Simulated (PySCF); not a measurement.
A series of related molecules.

All values: B3LYP/def2-SVPD (PySCF) at PBE0-D3(BJ)/def2-SVP geometries, gas phase, one conformer each. Core orbitals are frozen in the response; Δα² is half the sum of the squared differences of the principal polarisabilities. Atoms past krypton carry effective core potentials. The calculation is non-relativistic apart from the core potentials, for bromine too.

Question: Rank by HOMO–LUMO gap, highest first.
A. SbH2Br, `[H][Sb]([H])[Br]`
B. SbH2Me, `[H][Sb]([H])[CH3]`
C. SbH2(OtBu), `[H][Sb]([H])[O]C(C)(C)C`
D. SbH2(iPr), `[H][Sb]([H])[CH](C)C`
E. SbH2(OEt), `[H][Sb]([H])[O]CC`
F. SbH2I, `[H][Sb]([H])[I]`

Answer: B (6.34 eV), D (6.09 eV), C (5.68 eV), E (5.50 eV), A (5.09 eV), F (4.51 eV).

Question: Rank by mean static polarisability, highest first.
A. SbH2(OMe), `[H][Sb]([H])[O]C`
B. SbH2(vinyl), `[H][Sb]([H])[CH]=C`
C. SbH2(tBu), `[H][Sb]([H])[C](C)(C)C`
D. SbH2Me, `[H][Sb]([H])[CH3]`
E. SbH2(SiH3), `[H][Sb]([H])[SiH3]`
F. SbH2(iPr), `[H][Sb]([H])[CH](C)C`

Answer: C (14.52 Å³), F (12.66 Å³), E (11.72 Å³), B (10.53 Å³), A (9.28 Å³), D (8.85 Å³).

Question: Rank by dipole moment, highest first.
A. `[H][Sb]([H])[C](C)(C)C` (SbH2(tBu))
B. `[H][Sb]([H])[S]C` (SbH2(SMe))
C. `[H][Sb]([H])[N](C)C` (SbH2(NMe2))
D. `[H][Sb]([H])[O]C` (SbH2(OMe))
E. `[H][Sb]([H])[I]` (SbH2I)
F. `[H][Sb]([H])[Br]` (SbH2Br)

Answer: F (2.44 D), E (2.12 D), B (1.79 D), D (1.58 D), A (0.93 D), C (0.40 D).

All values together:

```
                 SMILES   formula  μ (D)  HOMO (eV)  LUMO (eV)  α (Å³)  Δα (Å³)  electrons  α per electron (Å³)  ΔSCF removal energy (eV)
        [H][Sb]([H])[I]     H2ISb   2.12      -6.95      -2.44   12.27     5.94        106                0.116                      9.20
       [H][Sb]([H])[S]C    CH5SSb   1.79      -6.46      -1.42   12.16     5.05         78                0.156                      8.72
[H][Sb]([H])[O]C(C)(C)C  C4H11OSb   1.54      -6.87      -1.19   14.76     3.96         94                0.157                         –
       [H][Sb]([H])[O]C    CH5OSb   1.58      -6.94      -1.45    9.28     2.46         70                0.133                      9.20
      [H][Sb]([H])[O]CC   C2H7OSb   1.47      -6.90      -1.39   11.27     3.51         78                0.144                      9.07
     [H][Sb]([H])[CH]=C    C2H5Sb   0.59      -7.02      -0.67   10.53     4.48         68                0.155                      9.35
   [H][Sb]([H])[CH](C)C    C3H9Sb   0.95      -6.64      -0.55   12.66     3.58         78                0.162                      8.81
     [H][Sb]([H])[SiH3]    H5SbSi   0.27      -7.06      -0.75   11.72     4.57         70                0.167                      9.33
    [H][Sb]([H])[N](C)C   C2H8NSb   0.40      -6.00      -0.86   11.93     2.90         78                0.153                      8.08
 [H][Sb]([H])[C](C)(C)C   C4H11Sb   0.93      -6.54      -0.57   14.52     3.66         86                0.169                      8.61
       [H][Sb]([H])[Br]    BrH2Sb   2.44      -7.35      -2.26    9.98     3.89         88                0.113                      9.68
      [H][Sb]([H])[CH3]     CH5Sb   0.68      -6.87      -0.54    8.85     1.94         62                0.143                      9.33
```

Conformers: `[H][Sb]([H])[S]C`; `[H][Sb]([H])[O]C(C)(C)C`; `[H][Sb]([H])[O]C`; `[H][Sb]([H])[O]CC`; `[H][Sb]([H])[CH]=C`; `[H][Sb]([H])[CH](C)C`; `[H][Sb]([H])[N](C)C`.

A dash marks a removal energy that wasn't run or isn't settled.

By how much does the ΔSCF value exceed −ε(HOMO) over the species that have both?

By 2.07 to 2.46 eV, 2.24 eV on average, over 11 species.
